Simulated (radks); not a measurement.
Question: All-electron atom: N2- in [He] 2s2 2p5. Calculated with a radial shooting solver on a logarithmic mesh with Libxc functionals: scalar-relativistic Kohn-Sham, LB94 model potential, spin-unpolarised, spherical densities, finite nucleus; Fermi nuclear charge, rms radius 2.5582 fm; Watson sphere of charge +2 and radius 3.34 bohr. Some entries of the table are withheld. Estimate them.

orbital  occ.  eigenvalue (eV)  <r^2> (bohr^2)
1s          2              (1)             (2)
2s          2              (3)             (4)
2p          5              (5)             (6)

Answer: 
(1) 1s eigenvalue (eV): -399.4327
(2) 1s <r^2> (bohr^2): 0.07007
(3) 2s eigenvalue (eV): -17.8333
(4) 2s <r^2> (bohr^2): 2.583
(5) 2p eigenvalue (eV): -7.6657
(6) 2p <r^2> (bohr^2): 5.288
